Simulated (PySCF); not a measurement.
Radial density of Te (tellurium, neutral)

revPBE, [Kr] 4d10 5s1 5p5, 5s spin antiparallel (an excited configuration). Computed with PySCF 2.14 in aug-cc-pV5Z-PP with ECP28MDF (8s8p6d4f3g2h, 139 functions), with a scalar-relativistic core potential. This is the valence pseudo-density: the core potential removes the inner electrons and smooths the orbitals near the nucleus.

```json
{"r (bohr)": "0.00224", "4πr²ρ (e/bohr)": "2.687e-05", "4πr²(ρα − ρβ)": "0.0000"}
{"r (bohr)": "0.00377", "4πr²ρ (e/bohr)": "7.117e-05", "4πr²(ρα − ρβ)": "0.0000"}
{"r (bohr)": "0.00634", "4πr²ρ (e/bohr)": "0.0001769", "4πr²(ρα − ρβ)": "0.0000"}
{"r (bohr)": "0.0107", "4πr²ρ (e/bohr)": "0.0004092", "4πr²(ρα − ρβ)": "0.0000"}
{"r (bohr)": "0.0179", "4πr²ρ (e/bohr)": "0.0008268", "4πr²(ρα − ρβ)": "-0.0001"}
{"r (bohr)": "0.0302", "4πr²ρ (e/bohr)": "0.001380", "4πr²(ρα − ρβ)": "-0.0001"}
{"r (bohr)": "0.0508", "4πr²ρ (e/bohr)": "0.001877", "4πr²(ρα − ρβ)": "-0.0002"}
{"r (bohr)": "0.0854", "4πr²ρ (e/bohr)": "0.003791", "4πr²(ρα − ρβ)": "-0.0001"}
{"r (bohr)": "0.144", "4πr²ρ (e/bohr)": "0.02786", "4πr²(ρα − ρβ)": "-0.0001"}
{"r (bohr)": "0.242", "4πr²ρ (e/bohr)": "0.3788", "4πr²(ρα − ρβ)": "-0.0009"}
{"r (bohr)": "0.406", "4πr²ρ (e/bohr)": "5.804", "4πr²(ρα − ρβ)": "-0.0312"}
{"r (bohr)": "0.684", "4πr²ρ (e/bohr)": "25.53", "4πr²(ρα − ρβ)": "-0.0257"}
{"r (bohr)": "1.15", "4πr²ρ (e/bohr)": "12.17", "4πr²(ρα − ρβ)": "-0.1466"}
{"r (bohr)": "1.93", "4πr²ρ (e/bohr)": "3.735", "4πr²(ρα − ρβ)": "-0.2135"}
{"r (bohr)": "3.25", "4πr²ρ (e/bohr)": "1.386", "4πr²(ρα − ρβ)": "0.1530"}
{"r (bohr)": "5.47", "4πr²ρ (e/bohr)": "0.09793", "4πr²(ρα − ρβ)": "0.0207"}
{"r (bohr)": "9.21", "4πr²ρ (e/bohr)": "0.0007453", "4πr²(ρα − ρβ)": "0.0002"}
```

Energies and moments cover only the electrons outside the core potential. With the s spin flipped the determinant is a mixture of two multiplicities, not a spectroscopic state.
